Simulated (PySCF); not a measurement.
**Two-photon absorption: `InChI=1S/C6H8O3/c1-9-6(8)4-2-3-5-7/h2-5,7H,1H3/p-1/b4-2-,5-3-`, charge -1**

Geometry:
```tsv
atom	x (Å)	y (Å)	z (Å)
C1	-3.341	-0.087	0.194
O2	-2.226	0.719	-0.040
C3	-1.003	0.103	0.208
O4	-0.994	-1.057	0.594
C5	0.084	0.990	-0.047
C6	1.429	0.665	0.112
C7	2.040	-0.514	0.529
C8	3.460	-0.612	0.617
O9	4.308	0.247	0.365
H10	-3.372	-0.465	1.231
H11	-3.363	-0.972	-0.467
H12	-4.230	0.533	0.001
H13	-0.187	1.991	-0.391
H14	2.147	1.462	-0.128
H15	1.432	-1.381	0.795
H16	3.811	-1.628	0.970
```

Total charge -1.

Computed, not measured: PySCF, TDDFT CAM-B3LYP/aug-cc-pVDZ excited states, vertical, gas phase. Geometry: PBE0-D3(BJ)/def2-SVP.

For a gas-phase anion, states above the detachment energy (about 2.2 eV, taken as minus the energy of the highest occupied orbital) lie in the continuum and depend on the basis.

Q: Give the one- and two-photon strengths of the lowest singlets.

A: δ for parallel linear polarisation; σ at the peak of a Lorentzian of half width 0.1 eV, single beam; Ω is circular over linear.
```tsv
state	E (eV)	f	photon λ (nm)	δ (au)	σ (GM)	Ω	main
S1	3.35	0.002	740	354	1.46	1.50	HOMO→LUMO 0.66, HOMO→LUMO+2 0.16
S2	3.65	0.002	680	135	0.66	1.50	HOMO→LUMO+1 0.36, HOMO→LUMO 0.26
S3	3.66	0.008	678	110	0.54	1.50	HOMO→LUMO+2 0.57, HOMO→LUMO+1 0.24
S4	3.78	0.609	656	24.8	0.13	0.75	HOMO→LUMO+6 0.87, HOMO→LUMO+4 0.09
S5	4.09	0.001	607	48.5	0.30	1.26	HOMO→LUMO+3 0.57, HOMO→LUMO+1 0.29
S6	4.20	0.026	590	444	2.87	0.42	HOMO→LUMO+4 0.84, HOMO→LUMO+6 0.10
```

Among these, the strongest one-photon state is S4, the strongest two-photon state S6.
